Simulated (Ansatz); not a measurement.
A further run on Pd3H2⁻ (the lowest doublet isomer of a short search).

```yaml
crystal:
  periodic: [false, false, false]
  atoms:
    - {symbol: Pd, position_ang: [0.418281, 0.680077, -0.424168]}
    - {symbol: Pd, position_ang: [-1.172683, -1.549829, -0.335327]}
    - {symbol: Pd, position_ang: [0.431561, -0.888545, 1.566984]}
    - {symbol: H, position_ang: [1.507124, 1.761656, 0.065905]}
    - {symbol: H, position_ang: [-1.184283, -0.003368, -0.873394]}
basis:
  gaussian: {orbitals: def2-TZVPD, nuclear_model: gaussian}
total_charge: -1
magnetization: {spin_polarized: true, initial_magnetization: 1}
hamiltonian: {xc: {name: BHLYP}, dispersion: d4}
scf: {omitted_lower_state_checks: [starts]}
```

```sh
$ ansatz run in.yaml --threads 4 --pin off --events-out ev --progress --plain --max-ram 3916MiB
```

It prints (some lines left out):

```
Functional definition: BHLYP
1401 factors; their error is unknown
mean field evaluation 1: about -10461.4509 eV, gradient 2.9e1 eV
mean field evaluation 2: about -10449.8711 eV, gradient 6.8e1 eV
mean field evaluation 4: about -10464.9058 eV, gradient 4.9e0 eV
mean field evaluation 8: about -10465.0635 eV, gradient 3.9e-1 eV
mean field evaluation 16: about -10465.4139 eV, gradient 9.1e-2 eV
mean field evaluation 32: about -10465.4141 eV, gradient 2.3e-4 eV
mean field -10465.41405146 eV, -384.5968726786 hartree, gradient 3.7e-5 eV, S^2 0.915673; 0 other end points of the search recorded, 0 dependent functions left out
reference -10465.41419898 eV, -384.5968781000 hartree; 29, 28 occupied and 109, 110 virtual orbitals, 1401 factors
Total energy: -10465.81885072 eV, -384.6117487770 hartree
Checks for a lower state left out: starts
```

Run time 8.5 s (4 threads of Arm Neoverse V1 on a shared host).

In the def2 sets Pd takes a core potential; there is no spin–orbit coupling. The charge -1 doublet is spin-contaminated (final ⟨S²⟩ up to 0.92, 0.75 for a pure state).
